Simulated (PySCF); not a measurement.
# How methods differ on the ionisation energy of P⁺

P⁺ [Ne] 3s2 3p2 (3P) → P²⁺ [Ne] 3s2 3p1 (2P), as a difference of total energies. Calculation: PySCF 2.14, in aug-cc-pCVTZ-DK (8s7p5d3f, 75 functions); scalar relativity by spin-free X2C-1e. Correlated levels: valence: [Ne] frozen; valence and next inner shell: 1s2 frozen; nothing frozen. The calculations carry no spin-orbit coupling.

```csv
method,ionisation energy (eV)
UHF,19.151
LDA,19.806
PBE,19.774
PBE0,19.810
r2SCAN,19.935
revPBE,19.762
wB97X-V,19.611
wB97X,19.669
LC-wPBE,19.935
MP2 (valence),19.605
SCS-MP2 (valence),19.514
MP2 (valence and next inner shell),19.626
SCS-MP2 (valence and next inner shell),19.532
MP2 (all electrons),19.628
SCS-MP2 (all electrons),19.534
```

Problem. How much does correlation contribute at MP2 (all electrons)?

Solution. 19.628 − (19.151) = 0.477 eV, measured against UHF.

A first-order spin-orbit estimate (lowest level to lowest level, LS coupling) adds -0.007 eV.

Errors of the correlated levels include the incompleteness of this basis and the frozen core.

For comparison: 19.769 eV (semi-empirical (NIST evaluation); NIST Atomic Spectra Database, ionization energies).
